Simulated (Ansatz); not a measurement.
Z-matrix (Å, degrees):
```
C
C 1 1.517
H 1 1.092 2 111.3
H 1 1.091 2 110.7 3 -119.7
H 1 1.092 2 110.2 3 120.2
C 2 1.512 1 111.5 3 60.3
C 2 1.531 1 111.6 3 -178.5
H 2 1.096 1 110.3 3 -58.5
O 6 1.205 2 123.0 1 27.1
C 6 1.523 2 116.0 1 -153.2
H 7 1.092 2 109.8 1 59.7
H 7 1.092 2 112.3 1 179.5
H 7 1.093 2 110.4 1 -59.5
C 10 1.521 6 110.0 2 78.1
H 10 1.090 6 109.7 2 -38.2
H 10 1.088 6 108.7 2 -159.0
C 14 1.484 10 118.7 6 86.9
O 14 1.211 10 119.7 6 -92.1
C 17 1.395 14 118.0 10 170.2
C 17 1.393 14 122.4 10 -10.9
C 19 1.381 17 120.3 14 179.6
H 19 1.083 17 118.4 14 -0.5
C 20 1.386 17 120.0 14 -178.8
H 20 1.083 17 120.4 14 -0.9
C 21 1.390 19 119.9 17 -0.8
H 21 1.084 19 120.0 17 179.4
H 23 1.084 20 119.8 17 179.2
H 25 1.084 21 119.9 19 -179.8
```

The species carries charge 0 and has multiplicity 1.

**Question.** List the PBE0/def2-TZVPP orbital energies in eV (Ansatz). (An estimate is asked.)

**Answer.** Ansatz gave: Occupied: -522.60, -522.54, -280.95, -280.85, -278.79, -278.74, -278.70, -278.68, -278.63, -278.62, -278.60, -278.60, -278.25, -277.87, -29.64, -29.49, -24.52, -22.96, -22.12, -21.40, -21.18, -19.46, -18.28, -17.67, -17.29, -15.90, -15.09, -14.57, -13.99, -13.60, -13.42, -12.98, -12.64, -12.58, -12.36, -12.18, -11.77, -11.44, -11.26, -11.07, -10.65, -10.50, -10.42, -10.23, -9.92, -9.79, -9.65, -7.74, -7.69, -7.60, -7.28. Lowest empty: -1.94, -0.53, -0.49, 0.88, 1.21, 1.60, 2.12, 2.21.
